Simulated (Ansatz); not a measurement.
Pd₃Au₂⁺, relaxed as a doublet with UKS r2SCAN-D4/def2-SVP in Ansatz, starting from the GFN1-xTB geometry. Force threshold 0.02 eV/Å.

In the def2 sets Au, Pd take a core potential; there is no spin–orbit coupling. The relaxation made no stability test and no search for a lower SCF solution. No other spin state of charge 1 was run. Another isomer (doublet) lies 0.14 eV lower at PBE0-D4/def2-TZVP; other spin states weren't run for this one.

Start:

Cartesian coordinates in Å:
```
Pd -0.665 1.625 -1.206
Pd 0.682 -1.624 1.201
Pd 1.435 0.143 -0.614
Au -0.373 0.827 1.326
Au -1.079 -0.970 -0.707
```

(1) Estimate the energy that the relaxation releases and the steps that it takes.

(2) Does the start keep its bonding and symmetry?

(3) Predict the relaxed structure.

Results:

(1) 0.03 eV, in 4 steps; 48 s on 4 threads of Arm Neoverse V1 on a shared host. No frequencies were taken in this run, so the end may be a saddle point.

(2) By distances, no bond broke or formed. The bond that changes most is Au4–Au5, from 2.80 to 2.98 Å (atoms count from 1). Point group C2v at the start, C2v at the end, both within 0.05 Å.

(3) 
```tsv
atom	x (Å)	y (Å)	z (Å)
Pd1	-0.711	1.604	-1.172
Pd2	0.623	-1.613	1.210
Pd3	1.397	0.136	-0.600
Au4	-0.284	0.891	1.362
Au5	-1.026	-1.018	-0.800
```
Bond lengths (bridged metal pairs left out): 6 × Au–Pd 2.67 to 2.69 Å; 2 × Pd–Pd 2.63 Å; 1 × Au–Au 2.98 Å.
